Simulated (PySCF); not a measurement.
A structure optimised at B3LYP-D3(BJ)/def2-SVP, used in a PySCF frequency run:

```
Al
O 1 1.6931
C 2 1.3935 1 143.52
H 3 1.1057 2 110.72 1 120.59
H 3 1.1057 4 107.24 2 -120.90
H 3 1.1075 4 107.46 5 -115.27
O 1 1.6931 2 123.26 3 0.00
C 7 1.3935 1 143.52 2 0.00
H 8 1.1057 7 110.72 1 -120.59
H 8 1.1057 9 107.24 7 120.90
H 8 1.1075 9 107.46 10 115.27
H 1 1.5617 2 118.37 3 180.00
```

### Question
Write its SMILES, formula and point group.

### Answer
C[O][AlH][O]C, C2H7AlO2, C2v

### Question
What are its rotational constants (standard atomic weights)?

### Answer
6.4574, 2.3852, 1.7810 GHz
